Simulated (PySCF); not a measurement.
A structure optimised at PBE-D3(BJ)/def2-SVPD, used in a PySCF frequency run:

```xyz
5

Al     0.0000     0.0000     0.0000
F      0.9988     0.9988    -0.9988
F     -0.9988     0.9988     0.9988
F     -0.9988    -0.9988    -0.9988
F      0.9988    -0.9988     0.9988
```
Charge -1, spin multiplicity 1.

Question: Write its SMILES, formula and point group.

Answer: [F][Al-]([F])([F])[F], AlF₄, Td

Question: What are its rotational constants (standard atomic weights)?

Answer: 3.3330, 3.3330, 3.3330 GHz
